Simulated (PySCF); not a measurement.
Diatomic cations of Al with group 15

PBE0 with triple-zeta basis sets in PySCF, for the lowest determinant that a PBE0 search found; no spin–orbit coupling. De refers to high-spin ground-configuration atoms (the charge goes to the atom of lower measured ionisation energy or higher electron affinity, which is not always the lowest computed limit). A positive dipole points towards Al; it is taken about the centre of mass and depends on that origin.

```tsv
M	basis	charged atom	state (unpaired electrons)	Re (Å)	ωe (cm⁻¹)	De (eV)	μ (D)
N	def2-TZVPPD	Al+	quartet (σ ↑, π ↑↑)	2.043	336	0.40	2.69
P	def2-TZVPPD	Al+	quartet (σ ↑, π ↑↑)	2.460	268	0.84	3.05
As	def2-TZVPPD	Al+	quartet (σ ↑, π ↑↑)	2.581	213	0.88	5.16
Sb	def2-TZVPPD	Al+	quartet (σ ↑, π ↑↑)	2.798	186	0.97	5.64
```

Task: By what factor does the bond length vary along the series?

Result: At PBE0 it runs from 2.043 Å (AlN⁺) to 2.798 Å (AlSb⁺), a factor of 1.37.

Down a group the atoms grow and get heavier, so bonds lengthen and wavenumbers fall; this series shows no clear exception.

Weak bonds: AlN⁺. Basis-set superposition, not corrected here, can be much of De in a small basis, most of all at correlated wavefunction levels. Spin–orbit coupling is left out, which matters for elements this heavy, above all for dissociation energies. For an ion De counts to the pair picked by the measured ionisation energies or electron affinities, which need not be the lowest pair at this level. States were picked by a PBE0 search and need not be the measured ground states.
